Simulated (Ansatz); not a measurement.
Total energies of GeH$_{6}$SSi, SMILES `S[SiH2][GeH3]`.

| atom | x (Å) | y (Å) | z (Å) |
| --- | --- | --- | --- |
| S1 | 2.091 | 0.846 | 0.945 |
| Si2 | 0.072 | 1.051 | 0.255 |
| Ge3 | -0.700 | -0.974 | -0.723 |
| H4 | 1.838 | -0.223 | 1.719 |
| H5 | -0.838 | 1.472 | 1.355 |
| H6 | 0.137 | 2.140 | -0.752 |
| H7 | -2.178 | -0.870 | -1.141 |
| H8 | -0.567 | -2.116 | 0.300 |
| H9 | 0.144 | -1.326 | -1.958 |

Total charge 0; spin multiplicity 1. Correlated methods include outer-core shells of Ge, which these sets cover unevenly. Scalar relativity is left out up to krypton. The structure was optimised at the PBE0-D4/def2-TZVP level. It is one conformer, not always the lowest. Basis def2-TZVPP, Ansatz.

RPA on PBE orbitals: Hartree–Fock energy of these orbitals -2765.31218 Eh, correlation -1.00423 Eh (frozen core).

```json
{"functional": "LDA (SPW92)", "energy without D4 (Eh)": "-2762.59280", "D4 term (kJ/mol)": "–"}
{"functional": "PBE", "energy without D4 (Eh)": "-2767.68933", "D4 term (kJ/mol)": "-19.8"}
{"functional": "revPBE", "energy without D4 (Eh)": "-2768.04512", "D4 term (kJ/mol)": "-51.2"}
{"functional": "BLYP", "energy without D4 (Eh)": "-2768.37299", "D4 term (kJ/mol)": "-42.3"}
{"functional": "r2SCAN", "energy without D4 (Eh)": "-2768.27472", "D4 term (kJ/mol)": "-4.6"}
{"functional": "B3LYP", "energy without D4 (Eh)": "-2768.43103", "D4 term (kJ/mol)": "-32.3"}
{"functional": "r2SCANh", "energy without D4 (Eh)": "-2768.26389", "D4 term (kJ/mol)": "-5.0"}
{"functional": "r2SCAN0", "energy without D4 (Eh)": "-2768.24889", "D4 term (kJ/mol)": "-5.6"}
{"functional": "HSE06 (plane-wave form)", "energy without D4 (Eh)": "-2767.79803", "D4 term (kJ/mol)": "-16.0"}
{"functional": "BHLYP", "energy without D4 (Eh)": "-2768.31380", "D4 term (kJ/mol)": "-28.1"}
{"functional": "CAM-B3LYP", "energy without D4 (Eh)": "-2768.47133", "D4 term (kJ/mol)": "-17.6"}
{"functional": "ωB97X-V", "energy without D4 (Eh)": "-2768.04408", "D4 term (kJ/mol)": "–"}
{"functional": "B2PLYP", "energy without D4 (Eh)": "-2767.71390", "D4 term (kJ/mol)": "–"}
{"functional": "PBE-QIDH", "energy without D4 (Eh)": "-2767.31477", "D4 term (kJ/mol)": "–"}
```

Q: Give the same for B97M-V, PBE0, LC-ωPBE, ωB97M-V. (Best estimate.)

A: Computed: 
```tsv
functional	energy without D4 (Eh)	D4 term (kJ/mol)
B97M-V	-2767.78000	–
PBE0	-2767.81235	-16.9
LC-ωPBE	-2767.86666	–
ωB97M-V	-2768.15885	–
```

B3LYP takes the VWN-RPA correlation (the form of Gaussian; ORCA's B3LYP/G). HSE06 is the plane-wave form, built on full-range PBE exchange. The double hybrids freeze the cores in their second-order part.

LC-ωPBE has ω = 0.4 bohr⁻¹.
